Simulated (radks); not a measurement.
Values are calculated unless marked as measured or tabulated.
Numerical settings for the mercury ion Hg+, [Xe] 4f14 5d10 6s1. Code: a radial shooting solver on a logarithmic mesh with Libxc functionals. Model: Dirac Kohn-Sham, BLYP, spin-unpolarised, spherical densities, finite nucleus; Fermi nuclear charge, rms radius 5.4648 fm. The defaults (mesh step 0.008 in ln r, mesh end at 40 bohr or more with all orbitals vanishing there, Anderson mixing 0.5 over 9 steps, residual threshold near 1e-9 with the energy settled to 1e-9 hartree or 1e-11 of itself, here a cap of 79 iterations) give E = -19658.011 hartree and 6s1/2 at -14.757 eV in 15 iterations. Run on one thread of a shared host, so times are rough (Arm Neoverse V1): 0.18 s of CPU time, 0.18 s wall, 15 iterations on 2360 mesh points. Changes against that run (0 stands for a change within the tolerance of the run):

setting,iterations,converged,E (mhartree),e(6s1/2) (meV),CPU (s)
mesh step in ln r 0.03,15,yes,+0.00908,0,0.06
mesh step in ln r 0.005,15,yes,0,0,0.27
mesh step in ln r 0.003,18,yes,0,0,0.5
mesh end (bohr) 20,15,yes,0,0,0.17
mesh end (bohr) 3,15,level above zero,+1.16e+03,+1.75e+04,0.14
residual threshold 1e-16,79,no,0,0,0.45
residual threshold 1e-05,12,yes,0,-0.00852,0.16
mixing 1.5,16,yes,0,0,0.19
"linear mixing, mixing 0.8",79,no,+1.16e+04,-2.15e+04,1.6
"linear mixing, mixing 1",59,no,diverged,-,2.4
mixing history 20,20,yes,0,0,0.21
iteration cap 5,5,no,+0.149,-17.2,0.08

Settled on a wrong energy, with an occupied level pushed above zero by the early mesh end: mesh end (bohr) 3 (+1.16 hartree). Apart from these: no run marked as converged misses the energy by more than 1 mhartree. A mesh that ends early acts as a hard wall.
